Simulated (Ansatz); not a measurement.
Ansatz (a program for electronic structure) input (CCSD(T)/cc-pwCVTZ): A basis named .json is the Basis Set Exchange file of that set (core-valence sets with the plain set on hydrogen).

Ansatz 0.2 input:
```yaml
crystal:
  periodic: [false, false, false]
  atoms:
    - {symbol: C, position_ang: [0.00000000, 0.00000000, 0.00000000]}
basis:
  gaussian:
    orbitals: cc-pwCVTZ.json
magnetization: {spin_polarized: true, initial_magnetization: 2}
correlation: {method: ccsd_t, frozen_orbitals: {C: 0}}
scf: {lower_state_search: full}
```

Output:

```
Functional definition: HF
integrals: 0.01 GiB planned
255 factors; integrals over basis functions are off by at most 2.5e-4 eV
mean field: 0.05 GiB planned
mean field evaluation 1: about -1025.2993 eV, gradient 6.7e0 eV
mean field evaluation 2: about -1025.3002 eV, gradient 6.7e0 eV
mean field evaluation 4: about -1025.6413 eV, gradient 3.2e-1 eV
mean field evaluation 8: about -1025.6423 eV, gradient 2.3e-4 eV
mean field evaluation 16: about -1025.6423 eV, gradient 2.9e-2 eV
mean field evaluation 32: about -1025.6423 eV, gradient 1.2e-2 eV
mean field evaluation 64: about -1018.5904 eV, gradient 1.9e-2 eV
mean field evaluation 96: about -1025.6423 eV, gradient 2.8e-2 eV
mean field -1025.64232652 eV, -37.6916602942 hartree, gradient 6.8e-7 eV, S^2 2.009436; 7 other end points of the search recorded, 0 dependent functions left out
reference -1025.64232652 eV, -37.6916602942 hartree; 4, 2 occupied and 39, 41 virtual orbitals, 255 factors
second order -3.08872744 eV of doubles, -0.00000000 eV of singles
coupled cluster: 0.08 GiB planned
cycle   1  -3.49609986 eV  change   -4.1e-1 eV  update   4.5e-2
cycle   2  -3.66415650 eV  change   -1.7e-1 eV  update   2.0e-2
cycle   3  -3.67762203 eV  change   -1.3e-2 eV  update   5.0e-3
cycle   4  -3.67873106 eV  change   -1.1e-3 eV  update   8.8e-4
cycle   5  -3.67858269 eV  change    1.5e-4 eV  update   1.8e-4
cycle   6  -3.67861332 eV  change   -3.1e-5 eV  update   4.2e-5
cycle   7  -3.67862479 eV  change   -1.1e-5 eV  update   8.1e-6
cycle   8  -3.67861877 eV  change    6.0e-6 eV  update   1.3e-6
perturbative correction -0.06727833 eV, -0.0024724330 hartree
Total energy: -1029.38822361 eV, -37.8293194734 hartree
```
